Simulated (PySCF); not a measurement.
Sn(H)2(OMe)(NH2) (CH₇NOSn), SMILES [SnH2]([O]C)[NH2]. Geometry: PBE-D3(BJ)/def2-SVP. The structure was generated by enumeration; whether it is a known compound was not checked. The def2 effective core potentials stand for the cores of Sn; spin–orbit coupling is left out. The values are those of a single conformer.

Computed equilibrium geometry at PBE-D3(BJ)/def2-SVP (PySCF confirms it by a frequency run) as Cartesian coordinates in Å (one conformer of several):
```xyz
11

Sn     0.2280     0.0320     0.4812
N      1.8980     0.2765    -0.7046
O     -1.3657    -0.7061    -0.5333
C     -1.9399     0.0692    -1.5577
H      0.5424    -1.2099     1.6255
H     -0.1768     1.6019     1.0897
H      1.7768     1.0322    -1.3923
H      2.1126    -0.5768    -1.2384
H     -2.8063    -0.4857    -1.9827
H     -2.3295     1.0594    -1.2083
H     -1.2410     0.2768    -2.4076
```
Charge 0, spin multiplicity 1.
